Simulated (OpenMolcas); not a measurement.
# Rh3+: effect of the metal basis

Rh3+ with its 6 nearest oxide ions at 2.066 Å, on the Mg site of MgO (a = 4.2112 Å, distance in the model lattice 2.106 Å). The rest of the host is ab initio model potentials to 7.6 Å and point charges beyond; the distance is set by hand and nothing relaxes, and no local charge compensation is placed.

| Quantity | Value |
| --- | --- |
| Program | OpenMolcas |
| Method | CASSCF |
| Spin-orbit coupling | RASSI with atomic mean-field integrals over the reference wave functions |

Fixed: ligand basis ANO-RCC-VDZP, active space 6 electrons in 5 orbitals (4d), DKH2 Hamiltonian.

States (labels of O, the rotations of Oh). Energies in cm-1 above the lowest state or level, χT in cm3 K/mol; 10Dq and B are least-squares fits to the states below 45000 cm-1, weighted by degeneracy, with a free offset, and given where the rms deviation is under 5 % of |10Dq| (or 100 cm-1) and under 700 cm-1.

| Run | Metal basis | Ground state | First state of that spin | 10Dq | B (rms of fit) | First gap with spin-orbit (degeneracies) | χT at 300 K | First state of another spin | Cost |
| --- | --- | --- | --- | --- | --- | --- | --- | --- | --- |
| A | ANO-RCC-VDZP | 1A1 | 1T1 24300 | 26190 | 705 (266) | 18156 (1, 2) | 0.019 | 3T1 18595 | roughly 50 core-seconds |
| B | ANO-RCC-VTZP | 1A1 | 1T1 23418 | 25404 | 726 (255) | 17106 (1, 2) | 0.021 | 3T1 17555 | roughly 60 core-seconds |

Against A, |10Dq| changes by -3.0 % in B.

Costs are those of the RASSCF and RASSI steps.

Without dynamic correlation the repulsion within the d shell is too large (B by tens of per cent), so at a given field states of lower spin stand too high. With metal d orbitals alone the field can be off either way by tens of per cent. Ligand-to-metal charge-transfer states are missing. With no ligand orbital active B as a rule stays too high, so bands that hang on it stand too high and its fall with covalency is understated. The least metal-like active orbital is 70 % on the metal (Löwdin) and no ligand orbital is active, so the numbers are rough (holds for A). The least metal-like active orbital is 72 % on the metal (Löwdin) and no ligand orbital is active, so the numbers are rough (holds for B). No measured value stands beside these numbers; the geometry was set by hand and not optimised.
